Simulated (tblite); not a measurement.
Compound: C₄H₉ClSSi.
Atom-mapped SMILES: `[CH2:1]=[CH:2][CH2:3][CH2:4][S:5][SiH2:6][Cl:7]` (hydrogens: H8, H9 on C1; H10 on C2; H11, H12 on C3; H13, H14 on C4; H15, H16 on Si6)

Cartesian coordinates in Å at the GFN2-xTB level; atoms count from 1:
```
atom  x, y, z in Å
C1    -1.1026    0.3312    2.5092
C2    -1.5216   -0.0210    1.3088
C3    -0.8338    0.3541    0.0336
C4    -0.4370   -0.8910   -0.7485
S5     0.3112   -0.4861   -2.3699
Si6    2.2205    0.3154   -1.8177
Cl7    2.9618   -0.6750   -0.2258
H8    -0.2162    0.9289    2.6469
H9    -1.6281    0.0461    3.4044
H10   -2.4131   -0.6235    1.1932
H11   -1.5082    0.9549   -0.5835
H12    0.0543    0.9516    0.2532
H13    0.2750   -1.4988   -0.1911
H14   -1.3106   -1.4961   -0.9880
H15    2.0907    1.7190   -1.4505
H16    3.0501    0.0993   -2.9857
```

All values are computed: GFN2-xTB (tblite) harmonic vibrations without scaling, gas phase. This tight-binding method is rough: wavenumbers can miss measured ones by several per cent, in bad cases by 10 to 20. Modes of hydrogen on silicon can be 10 to 20 % off. One conformer, not necessarily the lowest.

Harmonic wavenumbers (cm⁻¹): 28.2, 52.4, 66.7, 86.7, 138.3, 202.2, 220.7, 325.6, 432.7, 470.9, 482.5, 532.9, 574.8, 614.0, 685.9, 743.6, 770.0, 781.9, 898.7, 934.7, 974.3, 1022.9, 1065.6, 1073.0, 1173.7, 1218.9, 1246.6, 1282.1, 1315.9, 1415.1, 1449.0, 1470.1, 1718.5, 2295.3, 2375.4, 2954.4, 2973.2, 2988.7, 3004.2, 3057.9, 3099.5, 3127.7.

A = 1883, B = 866.1, C = 654.7 MHz; mass 151.988 u (most abundant isotopes); point group C1, symmetry number 1.

Zero-point energy?

½Σν̃ = 25673 cm⁻¹ = 73.40 kcal/mol.

Entropy at 400 K, 1 bar (ideal gas, RRHO, classical rotation)?

Translation 42.45, rotation 30.96, vibration 42.12: S = 115.5 cal/(mol K).

And Cp and H(400 K) − H(0)?

Cp = 44.87 cal/(mol K), of which vibrations give 36.92 (their classical limit is 42 R = 83.5); H(400 K) − H(0) = 11.19 kcal/mol without the zero-point energy, 8.01 from vibrations.

Which modes carry the vibrational entropy at 400 K?

28.2 cm⁻¹: 6.54; 52.4 cm⁻¹: 5.31; 66.7 cm⁻¹: 4.83; 86.7 cm⁻¹: 4.31; 138.3 cm⁻¹: 3.40; 202.2 cm⁻¹: 2.66 cal/(mol K); the other 36 give 15.08 together.

How do the functions run with temperature in this model?

```json
{"T (K)": "150", "S (cal/(mol K))": "83.3", "Cp (cal/(mol K))": "23.8", "H − H(0) (kcal/mol)": "2.53", "G − H(0) (kcal/mol)": "-9.96", "ln q(vib)": "4.38"}
{"T (K)": "250", "S (cal/(mol K))": "97.5", "Cp (cal/(mol K))": "32.6", "H − H(0) (kcal/mol)": "5.35", "G − H(0) (kcal/mol)": "-19.01", "ln q(vib)": "7.21"}
{"T (K)": "298.15", "S (cal/(mol K))": "103.6", "Cp (cal/(mol K))": "36.8", "H − H(0) (kcal/mol)": "7.02", "G − H(0) (kcal/mol)": "-23.85", "ln q(vib)": "8.49"}
{"T (K)": "600", "S (cal/(mol K))": "136.1", "Cp (cal/(mol K))": "56.7", "H − H(0) (kcal/mol)": "21.43", "G − H(0) (kcal/mol)": "-60.25", "ln q(vib)": "15.96"}
{"T (K)": "900", "S (cal/(mol K))": "161.4", "Cp (cal/(mol K))": "68.0", "H − H(0) (kcal/mol)": "40.27", "G − H(0) (kcal/mol)": "-105.03", "ln q(vib)": "22.53"}
```

q(vib) and H(0) count from the zero-point level.

Blend soft modes into free rotors: weight 1/[1 + (100 cm⁻¹/ν̃)⁴] for the oscillator and the rest for a rotor with moment μB/(μ + B), μ = h/(8π²ν), B = 10⁻⁴⁴ kg m². What vibrational entropy results?

36.73 cal/(mol K) in place of 42.12, which changes −T·S at 400 K by +2.15 kcal/mol.

Hindered rotation and anharmonicity are outside this model. Other conformers, if any are populated, would add a mixing term that is left out. The structure is chiral; the term R ln 2 for an equal mix with its mirror image is left out.
